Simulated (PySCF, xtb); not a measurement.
C3H6OS, SMILES C[C@@H]1OCS1.

GFN2-xTB (xtb) at its own geometry gives an orbital gap of 3.18 eV and a dipole moment of 0.95 D.

Geometry: PBE0-D3(BJ)/def2-SVP. The structure was generated by enumeration; whether it is a known compound was not checked.

Problem. What does PBE/def2-TZVP (PySCF) give? (An estimate is asked for; the answer gives what the named calculation found.)

Solution. gap 3.88 eV (levels -5.30 and -1.42 eV), dipole 0.43 D.
